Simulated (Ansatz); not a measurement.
Kohn–Sham single points on BH5S2Si.

```yaml
crystal:
  periodic: [false, false, false]
  atoms:
    - {symbol: Si, position_ang: [0.397717, 0.595718, -1.256648]}
    - {symbol: B, position_ang: [-0.168274, -0.662911, 0.201510]}
    - {symbol: S, position_ang: [1.075846, -0.963279, 1.609461]}
    - {symbol: S, position_ang: [-0.516759, 0.287017, 1.898850]}
    - {symbol: H, position_ang: [-0.747960, 1.083482, -2.077881]}
    - {symbol: H, position_ang: [1.081852, 1.790946, -0.680940]}
    - {symbol: H, position_ang: [1.358469, -0.071479, -2.181111]}
    - {symbol: H, position_ang: [-0.978353, -1.529075, 0.045031]}
    - {symbol: H, position_ang: [-1.414039, -0.576819, 2.424626]}
basis:
  gaussian: {orbitals: def2-TZVPP}
hamiltonian: {xc: lda}
output: {orbitals: {seedname: orbitals}}
```

```sh
$ ansatz run in.yaml --threads 2 --pin off --events-out ev --progress --plain --max-ram 4352MiB
```

Output, abridged:

```
Functional definition: SPW92
1320 factors; their error is unknown
mean field evaluation 1: about -30185.8237 eV, gradient 4.7e1 eV
mean field evaluation 2: about -30138.6355 eV, gradient 1.1e2 eV
mean field evaluation 4: about -30192.3265 eV, gradient 1.1e1 eV
mean field evaluation 8: about -30192.6118 eV, gradient 2.3e-1 eV
mean field evaluation 16: about -30192.5878 eV, gradient 1.4e-4 eV
mean field -30192.58778103 eV, -1109.5571356820 hartree, gradient 6.7e-5 eV, S^2 0.000000; 0 other end points of the search recorded, 0 dependent functions left out
reference -30192.58782157 eV, -1109.5571371715 hartree; 28, 28 occupied and 199, 199 virtual orbitals, 1320 factors
Total energy: -30192.58782157 eV, -1109.5571371715 hartree
```

Hardware: 2 threads of an Arm Neoverse N1 on a shared host. Wall time 3.7 s, peak host memory 0.29 GiB.

Changing it to `hamiltonian: {xc: r2scan, dispersion: d4}` and forces (abridged; 13 s):

```
Functional definition: r2SCAN
mean field evaluation 16: about -30304.6137 eV, gradient 3.4e-5 eV
mean field -30304.61369821 eV, -1113.6740122041 hartree, gradient 3.4e-5 eV, S^2 0.000000
Total energy: -30304.67285477 eV, -1113.6761861678 hartree
Atom 0 force    -0.002216     0.015813    -0.010040 eV/Å
Atom 1 force    -0.081034    -0.030150    -0.159944 eV/Å
Atom 2 force     0.157909    -0.066621     0.080870 eV/Å
Atom 3 force    -0.034001     0.104133     0.057701 eV/Å
Atom 4 force     0.021874    -0.005507     0.005690 eV/Å
Atom 5 force    -0.009278    -0.022386    -0.013971 eV/Å
Atom 6 force    -0.015933     0.014262     0.013594 eV/Å
Atom 7 force     0.015403     0.015980     0.005097 eV/Å
Atom 8 force    -0.052724    -0.025525     0.021004 eV/Å
Dipole moment:    -0.331132    -0.030215     0.458339 e Å
```

The same input with `hamiltonian: {xc: {name: PBE-QIDH}}` (abridged; 15 s):

```
Functional definition: PBE-QIDH
mean field evaluation 16: about -30282.0773 eV, gradient 3.9e-4 eV
mean field -30282.07732257 eV, -1112.8458156751 hartree, gradient 3.7e-6 eV, S^2 0.000000
16 core orbitals not correlated: weight in the atoms' cores, before any rotation towards them, 1.000 or more for the frozen orbitals, at most 0.000 for the correlated occupied ones
second order -18.66647653 eV of doubles, -0.00000000 eV of singles
Total energy: -30288.29949445 eV, -1113.0744762742 hartree
```

Changing it to `hamiltonian: {xc: hse06, dispersion: d4}` (abridged; 9 s):

```
Functional definition: HSE06
mean field evaluation 16: about -30294.7878 eV, gradient 3.5e-5 eV
mean field -30294.78776068 eV, -1113.3129156604 hartree, gradient 3.5e-5 eV, S^2 0.000000
Total energy: -30294.99467190 eV, -1113.3205195073 hartree
```

With the line `hamiltonian: {xc: {name: r2SCANh}, dispersion: d4}` (abridged; 15 s):

```
Functional definition: r2SCANh
mean field evaluation 16: about -30304.4529 eV, gradient 6.0e-5 eV
mean field -30304.45289679 eV, -1113.6681028613 hartree, gradient 6.0e-5 eV, S^2 0.000000
Total energy: -30304.51723745 eV, -1113.6704673367 hartree
```

Changing it to `hamiltonian: {xc: {name: BLYP}, dispersion: d4}` (abridged; 6 s):

```
Functional definition: BLYP
mean field evaluation 16: about -30306.3794 eV, gradient 1.1e-4 eV
mean field -30306.37936723 eV, -1113.7388993440 hartree, gradient 2.6e-5 eV, S^2 0.000000
Total energy: -30306.94626700 eV, -1113.7597325264 hartree
```

HSE06 is the plane-wave form, built on full-range PBE exchange.
